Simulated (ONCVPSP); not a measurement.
**PBE ONCV dataset for silicon (Si), non-relativistic all-electron reference.**

```json
{
 "Element": "Si",
 "Generator": "ONCVPSP 4.0.1",
 "Type": "optimised norm-conserving Vanderbilt (ONCV)",
 "Functional": "PBE",
 "Relativity": "non-relativistic",
 "Frozen core": "[Ne]",
 "Valence charge": "4",
 "Reference configuration": "3s2 3p1 (charge +1)",
 "Partial waves": "3s: rc 1.90 bohr, ncon 4, nbas 8, qcut 3.4 1/bohr, local; 3p: rc 2.10 bohr, ncon 4, nbas 7, qcut 3.3 1/bohr, 1 projector",
 "Local potential": "the s channel",
 "Core correction": "polynomial model core, fcfact 0.2"
}
```

- Cutoffs needed: 11 Ha and 42 Ha (the cutoffs (Ha) at which the residual kinetic energy of the hardest occupied pseudo-wave falls to 1 and 0.1 mHa per electron)
- Ghost test: no bound ghost flagged; no localised positive-energy state flagged
- Largest excitation error: +60 meV (all-electron minus pseudo) for 3s1 3p0, out of 4 test configurations
- rms error of d²Exc/dni dnj: 2.30 mHa without and 0.70 mHa with the model core
